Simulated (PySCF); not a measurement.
## Radial density of Sb²⁺ (antimony, charge +2)

MN15, [Kr] 4d10 5s2 5p1, 2P determinant. Calculation: PySCF 2.14, in x2c-SVPall; scalar relativity by spin-free X2C-1e.

```json
{"r (bohr)": "0.0223", "4πr²ρ (e/bohr)": "65.64", "4πr²(ρα − ρβ)": "0.0044"}
{"r (bohr)": "0.0374", "4πr²ρ (e/bohr)": "56.49", "4πr²(ρα − ρβ)": "0.0141"}
{"r (bohr)": "0.0630", "4πr²ρ (e/bohr)": "73.13", "4πr²(ρα − ρβ)": "0.0228"}
{"r (bohr)": "0.106", "4πr²ρ (e/bohr)": "79.80", "4πr²(ρα − ρβ)": "0.0028"}
{"r (bohr)": "0.178", "4πr²ρ (e/bohr)": "59.05", "4πr²(ρα − ρβ)": "0.0214"}
{"r (bohr)": "0.300", "4πr²ρ (e/bohr)": "65.40", "4πr²(ρα − ρβ)": "0.0295"}
{"r (bohr)": "0.504", "4πr²ρ (e/bohr)": "22.45", "4πr²(ρα − ρβ)": "0.0539"}
{"r (bohr)": "0.848", "4πr²ρ (e/bohr)": "23.77", "4πr²(ρα − ρβ)": "0.0428"}
{"r (bohr)": "1.43", "4πr²ρ (e/bohr)": "6.914", "4πr²(ρα − ρβ)": "0.2059"}
{"r (bohr)": "2.40", "4πr²ρ (e/bohr)": "1.731", "4πr²(ρα − ρβ)": "0.4880"}
{"r (bohr)": "4.04", "4πr²ρ (e/bohr)": "0.1466", "4πr²(ρα − ρβ)": "0.0941"}
{"r (bohr)": "6.79", "4πr²ρ (e/bohr)": "0.001061", "4πr²(ρα − ρβ)": "0.0010"}
```

Densities and radii are taken from the X2C orbitals without a picture-change correction, which distorts them close to the nucleus.
